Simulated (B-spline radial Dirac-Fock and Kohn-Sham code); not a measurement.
## Auger parameter of osmium: the L3 level and its strongest L3-MM line

The computed values come from a radial finite-basis atomic code: ΔSCF Dirac-Fock with Breit, self-energy and vacuum polarisation, finite nucleus, configuration average. The modified Auger parameter α′ is the binding energy plus the kinetic energy of the Auger electron; it does not depend on the energy zero. For free ions it tends to fall with charge, since less charge screens the final holes.

```
            species          configuration  binding 2p3/2 (eV)  Auger line  kinetic (eV)  α′ (eV)
                 Os      [Xe] 4f14 5d6 6s2             10883.2    M3M3 J=2        5880.8  16763.9
                 Os  [Xe] 4f14 5d5 6s2 6p1             10888.4    M3M3 J=2        5875.0  16763.4
                Os⁺      [Xe] 4f14 5d6 6s1             10891.8    M3M3 J=2        5870.7  16762.5
               Os²⁺          [Xe] 4f14 5d6             10901.6    M3M3 J=2        5859.8  16761.4
               Os³⁺          [Xe] 4f14 5d5             10916.5    M3M3 J=2        5843.4  16759.9
Os³⁺ (Watson 1.8 Å)          [Xe] 4f14 5d5             10892.7    M3M3 J=2        5867.3  16760.0
  Os³⁺ (Watson 2 Å)          [Xe] 4f14 5d5             10895.0    M3M3 J=2        5865.0  16759.9
               Os⁴⁺          [Xe] 4f14 5d4             10932.9    M3M3 J=2        5825.8  16758.7
               Os⁴⁺      [Xe] 4f14 5d3 6s1             10937.8    M3M3 J=2        5820.7  16758.4
Os⁴⁺ (Watson 2.7 Å)          [Xe] 4f14 5d4             10911.6    M3M3 J=2        5847.1  16758.7
               Os⁵⁺          [Xe] 4f14 5d3             10950.5    M3M3 J=2        5807.2  16757.7
Os⁵⁺ (Watson 2.2 Å)          [Xe] 4f14 5d3             10917.7    M3M3 J=2        5840.0  16757.7
               Os⁶⁺          [Xe] 4f14 5d2             10969.2    M3M3 J=2        5787.8  16756.9
               Os⁷⁺          [Xe] 4f14 5d1             10988.9    M3M3 J=2        5767.4  16756.3
Os⁷⁺ (Watson 1.6 Å)          [Xe] 4f14 5d1             10925.9    M3M3 J=2        5830.4  16756.3
Os⁷⁺ (Watson 2.7 Å)          [Xe] 4f14 5d1             10951.6    M3M3 J=2        5804.7  16756.3
```
